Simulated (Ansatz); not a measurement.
`C[Si](C)(C)C#Cc1ccc(-c2ccc(-c3ccc(C#C[Si](C)(C)C)s3)s2)s1` with charge +1. Total charge 1; doublet. Geometry PBE-D4/def2-SVP, that of the neutral singlet; atoms count from 1.

```xyz
51

C     7.3677   -3.0176   -6.2094
Si    7.8936   -1.5447   -5.1477
C     9.2096   -2.0721   -3.8967
C     8.5388   -0.1380   -6.2333
C     6.4159   -0.9221   -4.2287
C     5.4308   -0.4843   -3.6185
C     4.3155    0.0213   -2.9280
C     3.8809    1.3464   -2.8128
C     2.7111    1.4867   -2.0350
C     2.2203    0.2752   -1.5366
C     1.0590    0.0430   -0.7152
C     0.5517   -1.1586   -0.2146
C    -0.6185   -0.9977    0.5614
C    -1.0355    0.3309    0.6739
C    -2.1696    0.8786    1.3747
C    -2.5667    2.2154    1.4859
C    -3.7376    2.3959    2.2536
C    -4.2663    1.1992    2.7499
C    -5.4102    1.0022    3.5429
C    -6.4195    0.8351    4.2414
Si   -7.9325    0.6204    5.2809
C    -8.3046   -1.2276    5.4157
C    -9.3637    1.5287    4.4433
C    -7.5992    1.3568    6.9902
S    -3.2761   -0.1631    2.2414
S     0.0547    1.3858   -0.2043
S     3.2365   -1.0540   -2.0481
H     8.2342   -3.4169   -6.7768
H     6.9616   -3.8363   -5.5814
H     6.5843   -2.7242   -6.9370
H     8.8306   -2.8784   -3.2367
H    10.1135   -2.4502   -4.4182
H     9.5123   -1.2199   -3.2553
H     9.4316   -0.4654   -6.8057
H     7.7667    0.1914   -6.9577
H     8.8270    0.7383   -5.6181
H     4.4165    2.1767   -3.2908
H     2.2211    2.4495   -1.8328
H     1.0272   -2.1291   -0.4135
H    -1.1582   -1.8286    1.0368
H    -2.0094    3.0374    1.0152
H    -4.2077    3.3666    2.4569
H    -9.2100   -1.3967    6.0350
H    -7.4601   -1.7708    5.8860
H    -8.4834   -1.6720    4.4158
H    -9.1392    2.6092    4.3354
H   -10.2930    1.4285    5.0420
H    -9.5582    1.1175    3.4322
H    -8.4916    1.2501    7.6417
H    -7.3538    2.4356    6.9168
H    -6.7481    0.8460    7.4842
```

Single mean-field runs in def2-TZVP are fitted with def2-universal-jkfit.

**Question.** Estimate the Mulliken populations of the heavy atoms from the PBE0/def2-TZVP orbitals of Ansatz.

**Answer.** 
```
atom  charge (e)  spin (α − β)
  C1       -0.47          0.00
 Si2        0.31         -0.01
  C3       -0.47          0.01
  C4       -0.48          0.00
  C5        0.12          0.17
  C6        0.05         -0.09
  C7       -0.18          0.18
  C8       -0.17         -0.02
  C9       -0.15          0.10
 C10        0.03          0.03
 C11        0.11          0.13
 C12       -0.15          0.05
 C13       -0.15          0.05
 C14        0.11          0.13
 C15        0.03          0.03
 C16       -0.15          0.10
 C17       -0.17         -0.03
 C18       -0.18          0.18
 C19        0.05         -0.09
 C20        0.12          0.17
Si21        0.31         -0.01
 C22       -0.48          0.00
 C23       -0.47          0.01
 C24       -0.47          0.01
 S25        0.09         -0.03
 S26        0.03         -0.04
 S27        0.09         -0.03
```
Mulliken values depend strongly on the basis.

**Question.** Where does the spin sit?

**Answer.** Summed by element: C 1.13, Si -0.01, S -0.10, H -0.01, of 1 unpaired in all. Largest on single atoms: C18 0.18, C7 0.18, C5 0.17.

**Question.** And the Mayer bond orders between heavy atoms (over 0.3)?

**Answer.** C1–Si2 1.02 (1.89 Å); Si2–C3 1.02 (1.89 Å); Si2–C4 1.02 (1.89 Å); Si2–C5 0.92 (1.85 Å); C5–C6 2.48 (1.24 Å); C6–C7 1.18 (1.41 Å); C7–C8 1.41 (1.40 Å); C7–S27 1.34 (1.76 Å); C8–C9 1.41 (1.41 Å); C9–C10 1.34 (1.40 Å); C10–C11 1.11 (1.44 Å); C10–S27 1.27 (1.75 Å); C11–C12 1.29 (1.40 Å); C11–S26 1.25 (1.75 Å); C12–C13 1.44 (1.41 Å); C13–C14 1.29 (1.40 Å); C14–C15 1.11 (1.44 Å); C14–S26 1.25 (1.75 Å); C15–C16 1.34 (1.40 Å); C15–S25 1.27 (1.75 Å); C16–C17 1.41 (1.41 Å); C17–C18 1.41 (1.40 Å); C18–C19 1.18 (1.41 Å); C18–S25 1.34 (1.76 Å); C19–C20 2.47 (1.24 Å); C20–Si21 0.92 (1.85 Å); Si21–C22 1.02 (1.89 Å); Si21–C23 1.02 (1.89 Å); Si21–C24 1.02 (1.89 Å).
